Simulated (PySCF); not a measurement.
Run record: geometry optimisation, `O=CN[SiH2][Se][SiH3]`.

Method: PBE0-D3(BJ)/def2-SVP geometry optimisation, gas phase (PySCF 2.14.0). Start geometry: GFN2-xTB. A driver script takes a list of jobs; this job's settings line and coordinates (Å) are shown.

Input:
```
{"job": {"xc": "PBE0", "basis": "def2-SVP", "d3": "d3bj", "grid": 1, "maxiter": 30, "shake": 0.01, "kind": "geom"}, "charge": 0, "multiplicity": 1}
O      0.801930     1.004020     0.666940
C      1.186970     0.063830     1.273020
N      1.092700    -1.179850     0.798580
Si     0.390560    -1.418080    -0.777570
Se    -1.771730    -0.725630    -0.819110
Si    -1.558130     1.605570    -0.616110
H      1.676440     0.168200     2.267660
H      1.457690    -1.925300     1.382030
H      1.204980    -0.715840    -1.709620
H      0.361820    -2.872600    -0.884600
H     -0.429950     2.004230    -1.415060
H     -1.570420     1.940490     0.804190
H     -2.837040     2.034090    -1.252230
```

Output:
```
step   0  E = -3151.59566305  max force = 0.051370
step   1  E = -3151.60527766  max force = 0.009328
step   2  E = -3151.60521966  max force = 0.008088
step   3  E = -3151.60556421  max force = 0.006236
step   4  E = -3151.60571032  max force = 0.004299
step   5  E = -3151.60578380  max force = 0.004243
step   6  E = -3151.60592331  max force = 0.001116
step   7  E = -3151.60595204  max force = 0.001544
step   8  E = -3151.60597177  max force = 0.000545
step   9  E = -3151.60597837  max force = 0.000164
optimisation converged
```

Energies in Eh; «max force» is the largest Cartesian gradient component in Eh/bohr.

Question: At which steps does the energy rise by more than 1e-5 Eh?

Answer: At step 2 (+0.06 mEh).

Question: How much energy does the optimisation release, in kJ/mol?

Answer: E(step 0) − E(last step) = 0.010315 Eh, which is 27.1 kJ/mol.

Main results: final energy -3151.60598 Eh after 9 steps; dipole 3.31 D.

Question: Give the final coordinates.

Answer: 0.203 Å rms from the input after alignment:
```
atom  x, y, z in Å
O1     0.8719    1.0354    0.9104
C2     1.2928    0.0215    1.4272
N3     1.1556   -1.2031    0.8594
Si4    0.3201   -1.3302   -0.7052
Se5   -1.8731   -0.7685   -0.6408
Si6   -1.6247    1.5197   -0.7526
H7     1.8253    0.0300    2.4063
H8     1.4856   -2.0079    1.3812
H9     1.0529   -0.5083   -1.7036
H10    0.3859   -2.7833   -1.0231
H11   -0.4226    1.8683   -1.5572
H12   -1.6120    2.1463    0.5945
H13   -2.8540    1.9639   -1.4777
```

Question: How long does this job take on an Arm Neoverse V1 with one thread, no GPU, shared host? And the peak memory of the process?

Answer: About 2.1 min, with 0.58 GiB resident at the peak, the Python interpreter and its libraries included.
Labels such as C1 count atoms from 1, the log's own numbers from 0.
